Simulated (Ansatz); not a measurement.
`c1cc2ccc3ccc4cncc(c2c1)c34` with charge +1. Total charge 1; doublet. Geometry r2SCAN-D4/def2-SVP; atoms count from 1.

| atom | x (Å) | y (Å) | z (Å) |
| --- | --- | --- | --- |
| C1 | -2.0244 | -2.5417 | 1.8118 |
| C2 | -2.2070 | -1.2210 | 2.2447 |
| C3 | -1.3592 | -0.3406 | 1.4540 |
| C4 | -1.3199 | 1.0361 | 1.6494 |
| C5 | -0.5630 | 2.0212 | 0.9771 |
| C6 | 0.3349 | 1.8162 | -0.0585 |
| C7 | 1.1012 | 2.8576 | -0.7287 |
| C8 | 1.8805 | 2.2917 | -1.6970 |
| C9 | 1.6499 | 0.8461 | -1.6892 |
| C10 | 2.1746 | -0.1880 | -2.4524 |
| N11 | 1.8020 | -1.4810 | -2.2622 |
| C12 | 0.9234 | -1.7613 | -1.3331 |
| C13 | 0.2950 | -0.7803 | -0.4635 |
| C14 | -0.6476 | -1.1879 | 0.5146 |
| C15 | -1.0892 | -2.5442 | 0.7702 |
| C16 | 0.6967 | 0.5527 | -0.6795 |
| H17 | -2.5238 | -3.4233 | 2.2146 |
| H18 | -2.8711 | -0.8833 | 3.0427 |
| H19 | -1.9755 | 1.4108 | 2.4437 |
| H20 | -0.7050 | 3.0532 | 1.3143 |
| H21 | 1.0408 | 3.9169 | -0.4763 |
| H22 | 2.5649 | 2.8121 | -2.3688 |
| H23 | 2.9123 | -0.0078 | -3.2433 |
| H24 | 0.6609 | -2.8197 | -1.2240 |
| H25 | -0.7517 | -3.4344 | 0.2395 |

Problem. Estimate the Mulliken populations from the PBE0/def2-SVP orbitals of Ansatz.

Solution. 
```
atom  charge (e)  spin (α − β)
  C1        0.03         -0.20
  C2        0.06          0.55
  C3       -0.01         -0.02
  C4        0.03         -0.04
  C5        0.01          0.11
  C6        0.04         -0.07
  C7        0.01          0.00
  C8        0.08         -0.01
  C9       -0.09         -0.06
 C10        0.12          0.14
 N11       -0.13         -0.06
 C12        0.10          0.11
 C13       -0.02         -0.04
 C14        0.01          0.17
 C15        0.03          0.40
 C16        0.05          0.09
 H17        0.09          0.01
 H18        0.08         -0.02
 H19        0.08          0.00
 H20        0.07          0.00
 H21        0.06          0.00
 H22        0.07          0.00
 H23        0.08         -0.01
 H24        0.07         -0.01
 H25        0.08         -0.02
```
Mulliken values depend strongly on the basis.

Problem. Where does the spin sit?

Solution. Summed by element: C 1.11, N -0.06, H -0.05, of 1 unpaired in all. Largest on single atoms: C2 0.55, C15 0.40, C1 -0.20.

Problem. And the Mayer bond orders between heavy atoms (over 0.3)?

Solution. C1–C2 1.32 (1.40 Å); C1–C15 1.37 (1.40 Å); C2–C3 1.11 (1.46 Å); C3–C4 1.45 (1.39 Å); C3–C14 1.17 (1.45 Å); C4–C5 1.30 (1.41 Å); C5–C6 1.45 (1.39 Å); C6–C7 1.11 (1.46 Å); C6–C16 1.10 (1.45 Å); C7–C8 1.62 (1.37 Å); C8–C9 1.04 (1.46 Å); C9–C10 1.40 (1.39 Å); C9–C16 1.29 (1.42 Å); C10–N11 1.36 (1.36 Å); N11–C12 1.70 (1.31 Å); C12–C13 1.14 (1.45 Å); C13–C14 1.28 (1.42 Å); C13–C16 1.33 (1.41 Å); C14–C15 1.20 (1.45 Å).
